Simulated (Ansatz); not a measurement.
Consider the formal exchange of groups at the Si–S bond: `O[SiH](O)S` + `C[SiH2]O` → `C[SiH](O)[SiH](O)O` + H₂S.

Isolated molecules relaxed with PBE0-D4/def2-TZVP in Ansatz; ΔE leaves out vibrations. CBS: MP2 limit from def2 TZ/QZ plus the TZ coupled-cluster correction, frozen cores. This one scheme is used for every species. Functionals use def2-TZVPP. One conformer a species, not always the lowest.

`O[SiH](O)S`:

Cartesian coordinates in Å:
```
O -0.069 -0.991 -1.088
Si 0.323 0.357 -0.239
O 1.505 -0.085 0.792
S -1.425 1.178 0.677
H -0.918 -0.983 -1.534
H 0.856 1.462 -1.059
H 1.480 -0.978 1.139
H -1.753 0.039 1.313
```

`C[SiH2]O`:

```xyz
9

C    -1.051    0.412    0.320
Si    0.758    0.053    0.053
O     1.023   -1.465   -0.543
H    -1.178    1.406    0.757
H    -1.498   -0.318    0.999
H    -1.607    0.389   -0.621
H     1.493    0.092    1.341
H     1.323    1.080   -0.870
H     0.737   -1.649   -1.438
```

`C[SiH](O)[SiH](O)O`:

Z-matrix (Å, degrees):
```
C
Si 1 1.868
H 1 1.094 2 110.0
H 1 1.093 2 111.4 3 -119.3
H 1 1.092 2 111.2 3 119.7
O 2 1.668 1 111.8 3 -178.5
Si 2 2.348 1 113.8 3 -67.0
H 2 1.493 1 108.2 3 60.5
H 6 0.958 2 118.3 1 -69.9
O 7 1.648 2 106.8 1 140.0
O 7 1.648 2 106.0 1 -98.5
H 7 1.488 2 117.0 1 17.4
H 10 0.959 7 117.6 2 -178.3
H 11 0.962 7 114.3 2 -29.2
```

H₂S:

```xyz
3

S     0.460    0.203   -0.362
H     0.359   -0.071    0.947
H    -0.819   -0.132   -0.586
```

| level | ΔE (kJ/mol) |
| --- | --- |
| r2SCAN | 84.8 |
| PBE0 | 79.1 |
| SCS-MP2/def2-TZVPP | 88.5 |
| CCSD/CBS(def2) | 84.2 |

What does CCSD(T)/CBS give? (An estimate is asked.)

The calculation gave: +83.1 kJ/mol. The listed levels differ from it by 1.7, -4.0, 5.4, 1.1 kJ/mol.

Largest T1 diagnostic among the species: 0.012.

From PBE to PBE0 (25 % exact exchange), in def2-TZVPP and without D4, ΔE moves by +5.7 kJ/mol. The D4 term adds −4.9 kJ/mol with B3LYP and −3.3 kJ/mol with PBE0; it sums over pairs of atoms, weighted by their polarisabilities, and B3LYP, whose exchange is more repulsive, gets the larger term. In def2-TZVPP, CCSD(T) changes the Hartree–Fock value by −14.6 kJ/mol (the triples alone add −1.1 kJ/mol) and MP2 by −5.7 kJ/mol.

B3LYP here is the variant with VWN-RPA as its local correlation; programs differ in this.
